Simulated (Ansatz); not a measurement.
Total energies of Br₂F₂Ga₂H₂ (`[F][Ga@H-]1[Br+][Ga@H-]([F])[Br+]1`).

```xyz
8

F    -1.473   -1.638   -1.840
Ga   -1.192   -1.190   -0.173
Br    1.275   -1.276    0.052
Ga    1.197    1.196    0.177
F     1.354    1.525    1.888
Br   -1.247    1.288   -0.211
H    -1.925   -1.786    1.046
H     2.010    1.881   -0.940
```

Charge 0, multiplicity 1. Correlated methods include outer-core shells of Br, Ga, which these sets cover unevenly. Scalar relativity is left out up to krypton. Geometry: relaxed with PBE0-D4/def2-TZVP. Basis def2-TZVPP, Ansatz 0.2.0.

RPA on PBE orbitals: Hartree–Fock energy of these orbitals -9191.56582 Eh, correlation -2.25645 Eh (frozen core).

```
             functional  energy without D4 (Eh)  D4 term (kJ/mol)
                 revPBE             -9198.41795             -67.7
                 B97M-V             -9197.49144                 –
                r2SCANh             -9199.06584              -7.7
                r2SCAN0             -9199.01737              -8.8
HSE06 (plane-wave form)             -9197.93125             -26.4
                  BHLYP             -9199.08166             -52.5
              CAM-B3LYP             -9199.66691             -29.1
                ωB97X-V             -9198.33424                 –
                ωB97M-V             -9198.68319                 –
               PBE-QIDH             -9196.62667                 –
```

Give the same for LDA (SPW92), PBE, BLYP, r2SCAN, PBE0, B3LYP, LC-ωPBE, B2PLYP. (An estimate is asked.)

The calculation gave: 
| functional | energy without D4 (Eh) | D4 term (kJ/mol) |
| --- | --- | --- |
| LDA (SPW92) | -9184.78329 | – |
| PBE | -9197.67239 | -31.7 |
| BLYP | -9199.38734 | -65.4 |
| r2SCAN | -9199.10027 | -6.9 |
| PBE0 | -9197.93107 | -27.4 |
| B3LYP | -9199.37462 | -52.4 |
| LC-ωPBE | -9197.90712 | – |
| B2PLYP | -9197.62639 | – |

B3LYP takes the VWN-RPA correlation (the form of Gaussian; ORCA's B3LYP/G). HSE06 is the plane-wave form, built on full-range PBE exchange. The double hybrids freeze the cores in their second-order part.

LC-ωPBE has ω = 0.4 bohr⁻¹.
